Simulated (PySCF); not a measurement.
Isomers of C10H12O, from PBE0-D3(BJ)/def2-SVP geometry optimisation, gas phase in PySCF. One conformer each, no zero-point energy, no frequencies.

Question: Which isomer lies lowest at this level?
A. `[CH3:1][CH2:2][c:3]1[cH:4][cH:5][c:6]([C:7]([CH3:8])=[O:9])[cH:10][cH:11]1` with C1–C2–C3–C4 -92°, C5–C6–C7–C8 1° (4'-ethylacetophenone): A = 3082, B = 558.6, C = 497.3 MHz, dipole 3.34 D
B. `[CH2:1]=[C:2]([CH3:3])[c:4]1[cH:5][cH:6][c:7]([O:8][CH3:9])[cH:10][cH:11]1` with C1–C2–C4–C5 25°, C6–C7–O8–C9 -1° (p-isopropenylanisole): A = 3266, B = 570.6, C = 494.5 MHz, dipole 1.25 D
C. `[CH2:1]=[C:2]([c:3]1[cH:4][cH:5][cH:6][cH:7][cH:8]1)[C@H:9]([CH3:10])[OH:11]` with C1–C2–C3–C4 -43°, C1–C2–C9–C10 125°, C2–C9–O11–H 70°: A = 2374, B = 684.6, C = 608.2 MHz, dipole 1.57 D
D. `[OH:1][C@@H:2]1[CH2:3][CH2:4][c:5]2[cH:6][cH:7][cH:8][cH:9][c:10]2[CH2:11]1` with H–O1–C2–C3 76°, O1–C2–C3–C4 -60°, C2–C3–C4–C5 -45°, C3–C4–C5–C6 -167°, C9–C10–C11–C2 -158° (1,2,3,4-tetrahydro-2-naphthol): A = 2252, B = 883.8, C = 724.4 MHz, dipole 1.36 D
E. `[CH3:1][CH2:2][c:3]1[cH:4][c:5]([CH3:6])[cH:7][cH:8][c:9]1[CH:10]=[O:11]` with C1–C2–C3–C4 97°, C8–C9–C10–O11 -177°: A = 1887, B = 816.6, C = 600.6 MHz, dipole 3.40 D

Answer: D. That is `O[C@@H]1CCc2ccccc2C1` (1,2,3,4-tetrahydro-2-naphthol), 4.1 kcal/mol below the next.

```
                SMILES                                                                 mapped SMILES      E (Eh)  relative (kcal/mol)  relative (kJ/mol)  dipole (D)
  O[C@@H]1CCc2ccccc2C1   [OH:1][C@@H:2]1[CH2:3][CH2:4][c:5]2[cH:6][cH:7][cH:8][cH:9][c:10]2[CH2:11]1  -462.67533                  0.0                0.0        1.36
    CCc1ccc(C(C)=O)cc1    [CH3:1][CH2:2][c:3]1[cH:4][cH:5][c:6]([C:7]([CH3:8])=[O:9])[cH:10][cH:11]1  -462.66880                  4.1               17.2        3.34
      CCc1cc(C)ccc1C=O      [CH3:1][CH2:2][c:3]1[cH:4][c:5]([CH3:6])[cH:7][cH:8][c:9]1[CH:10]=[O:11]  -462.66321                  7.6               31.8        3.40
C=C(c1ccccc1)[C@H](C)O  [CH2:1]=[C:2]([c:3]1[cH:4][cH:5][cH:6][cH:7][cH:8]1)[C@H:9]([CH3:10])[OH:11]  -462.63346                 26.3              109.9        1.57
    C=C(C)c1ccc(OC)cc1    [CH2:1]=[C:2]([CH3:3])[c:4]1[cH:5][cH:6][c:7]([O:8][CH3:9])[cH:10][cH:11]1  -462.62729                 30.1              126.1        1.25
```

As drawn, the lowest has an O–H bond, which the highest lacks; the highest has a C=C bond outside aromatic rings, which the lowest lacks.
